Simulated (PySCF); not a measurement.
Si(Me)(OH)(NH2)2 (CH₈N₂OSi), SMILES C[Si](N)(N)O. Geometry: PBE0-D3(BJ)/def2-SVP. The values are those of a single conformer.

Question: Give the equilibrium geometry at PBE0-D3(BJ)/def2-SVP (PySCF confirms it by a frequency run) as a Z-matrix. (Estimate from the structure and the level; the computed values follow.)

Answer: This is not unique; one that fits is 
```
Si
O 1 1.6751
H 2 0.9618 1 114.09
N 1 1.7245 2 117.68 3 -65.12
H 4 1.0130 1 120.19 2 -76.92
H 4 1.0135 5 111.17 1 -148.22
N 1 1.7303 2 105.82 3 50.42
H 7 1.0136 1 119.32 2 46.83
H 7 1.0136 8 110.86 1 -144.08
C 1 1.8645 2 103.47 3 176.32
H 10 1.1004 1 111.26 2 -175.81
H 10 1.1006 11 108.41 1 -121.85
H 10 1.1018 11 108.15 12 -116.01
```
Charge 0, spin multiplicity 1.
